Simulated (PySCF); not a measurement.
## Zr⁺ (zirconium, charge +1) across methods

[Kr] 4d1 5s2, 2D determinant (an excited configuration). Calculation: PySCF 2.14, in aug-cc-pVTZ-PP with ECP28MDF; scalar relativity through the core potential.

| method | E (hartree) | mean ε 4d α (eV) | mean ε 5s α (eV) | mean ε 5s β (eV) | Σ⟨r²⟩ (bohr²) | ⟨S²⟩ |
| --- | --- | --- | --- | --- | --- | --- |
| wB97M-V | -46.3828 | -15.734 | -13.492 | -13.255 | 45.47 | 0.769 |
| wB97X | -46.4501 | -15.824 | -13.545 | -13.358 | 45.22 | 0.766 |
| PBE0 | -46.4370 | -13.753 | -11.778 | -11.403 | 45.59 | 0.763 |
| PBE | -46.4501 | -12.394 | -11.137 | -10.757 | 45.47 | 0.760 |
| r2SCAN | -46.4534 | -12.900 | -11.253 | -10.836 | 45.95 | 0.769 |
| UHF | -46.02989 | -16.788 | -12.829 | -12.372 | 46.15 | 0.779 |
| LDA | -46.3144 | -12.142 | -11.278 | -10.903 | 45.20 | 0.757 |

Energies and moments cover only the electrons outside the core potential.
